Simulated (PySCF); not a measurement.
Zn(Cl)(Me) (CH3ClZn), SMILES [Zn]([Cl])[CH3].

Coordinates come from a B3LYP-D3(BJ)/def2-TZVP optimisation.

Calculation: M06-2X/def2-TZVPD (PySCF).

The molecule is in vacuum.

**Question.** Estimate the frontier levels, gap, dipole moment and polarisability. (An estimate is asked for; the answer gives what the named calculation found.)

**Answer.** 
```json
{
 "highest_occupied_level": "-9.58 eV",
 "lowest_empty_level": "-0.22 eV",
 "orbital_gap": "9.36 eV",
 "dipole_moment": "2.56 D",
 "quadrupole, principal values (traceless, Buckingham form, about the centre of nuclear charge)": "-7.57, 3.79, 3.79 D·Å",
 "mean_static_polarisability": "51.2 bohr³ (7.58 Å³)",
 "polarisability_principal_values": "41.6, 41.6, 70.3 bohr³"
}
```
